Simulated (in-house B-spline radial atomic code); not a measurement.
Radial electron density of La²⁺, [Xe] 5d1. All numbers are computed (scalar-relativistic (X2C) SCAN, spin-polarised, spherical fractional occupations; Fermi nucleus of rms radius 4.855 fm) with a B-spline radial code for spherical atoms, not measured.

One-electron X2C: radii and densities carry no picture-change correction, so inner-shell <1/r> comes out high (for 1s by about 2 % at Z = 33, 5 % at 54, 10 % at 75, 30 % at 118) and <r> low.

Columns: r (bohr), 4πr²n(r) (electrons per bohr), bar.

```
0.000671      2.1 #
0.000833    2.937 #
 0.00103    4.066 ##
 0.00128    5.646 ###
 0.00159    7.787 ###
 0.00198     10.7 #####
 0.00245    14.42 ######
 0.00304    19.29 #########
 0.00378    25.49 ###########
 0.00469    32.97 ###############
 0.00582    41.68 ###################
 0.00722    51.17 #######################
 0.00896    60.67 ###########################
  0.0111    68.83 ###############################
  0.0138    74.35 #################################
  0.0171     75.8 ##################################
  0.0213    73.08 #################################
  0.0264    68.18 ###############################
  0.0328    65.05 #############################
  0.0407    68.18 ###############################
  0.0505    78.84 ###################################
  0.0626    92.01 #########################################
  0.0777    98.05 ############################################
  0.0965    90.69 #########################################
    0.12    76.51 ##################################
   0.149    71.25 ################################
   0.184       79 ###################################
   0.229    83.83 ######################################
   0.284    67.91 ##############################
   0.353    41.39 ###################
   0.438    29.35 #############
   0.543    33.13 ###############
   0.674    33.33 ###############
   0.837    22.88 ##########
    1.04    12.65 ######
    1.29    8.684 ####
     1.6    7.261 ###
    1.99     4.95 ##
    2.46    2.439 #
    3.06    0.849 
     3.8   0.2322 
    4.71  0.05471 
    5.85  0.00954 
    7.26 0.001047 
    9.01 5.422e-05
```

On this grid the curve has 4 maxima, near 0.0171, 0.0777, 0.229, 0.674 bohr.

The 5d up radial function P(r) = rR(r), positive near the nucleus:

| r (bohr) | P |
| --- | --- |
| 0.0111 | 0.001142 |
| 0.0171 | 0.003564 |
| 0.0264 | 0.01064 |
| 0.0407 | 0.02923 |
| 0.0626 | 0.07046 |
| 0.0965 | 0.1399 |
| 0.149 | 0.2014 |
| 0.229 | 0.1467 |
| 0.353 | -0.09559 |
| 0.543 | -0.314 |
| 0.837 | -0.1343 |
| 1.29 | 0.3693 |
| 1.99 | 0.68 |
| 3.06 | 0.5453 |
| 4.71 | 0.2157 |
| 7.26 | 0.03227 |
